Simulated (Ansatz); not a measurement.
Ansatz (an electronic-structure program) input (SVWN5/def2-TZVPD):

Ansatz 0.2 input:
```yaml
crystal:
  periodic: [false, false, false]
  atoms:
    - {symbol: La, position_ang: [0.09312442, -0.49573003, -0.61889396]}
    - {symbol: Br, position_ang: [-0.25941605, 2.21777587, -0.97675781]}
    - {symbol: Br, position_ang: [0.10775627, -1.41044410, 1.98467084]}
basis:
  gaussian:
    orbitals: def2-TZVPD
hamiltonian:
  xc: {name: SVWN5}
total_charge: -1
```

Output:

```
Functional definition: SVWN5
integrals: 0.10 GiB planned
1176 factors; their error is unknown
mean field: 0.56 GiB planned
mean field evaluation 1: about -140760.9871 eV, gradient 3.4e1 eV
mean field evaluation 2: about -140756.5653 eV, gradient 5.0e1 eV
mean field evaluation 4: about -140762.5062 eV, gradient 2.2e0 eV
mean field evaluation 8: about -140762.5354 eV, gradient 1.1e-1 eV
mean field evaluation 16: about -140762.5290 eV, gradient 3.2e-4 eV
mean field evaluation 32: about -140760.9463 eV, gradient 6.8e-1 eV
mean field evaluation 64: about -140761.8019 eV, gradient 8.9e0 eV
mean field -140762.52900130 eV, -5172.9275285289 hartree, gradient 4.3e-5 eV, S^2 0.000000; 6 other end points of the search recorded, 0 dependent functions left out
reference -140762.52904010 eV, -5172.9275299546 hartree; 41, 41 occupied and 116, 116 virtual orbitals, 1176 factors
Total energy: -140762.52904010 eV, -5172.9275299546 hartree
```

This state (charge -1, singlet) is run at the relaxed geometry of the species with charge 0 and multiplicity 2.
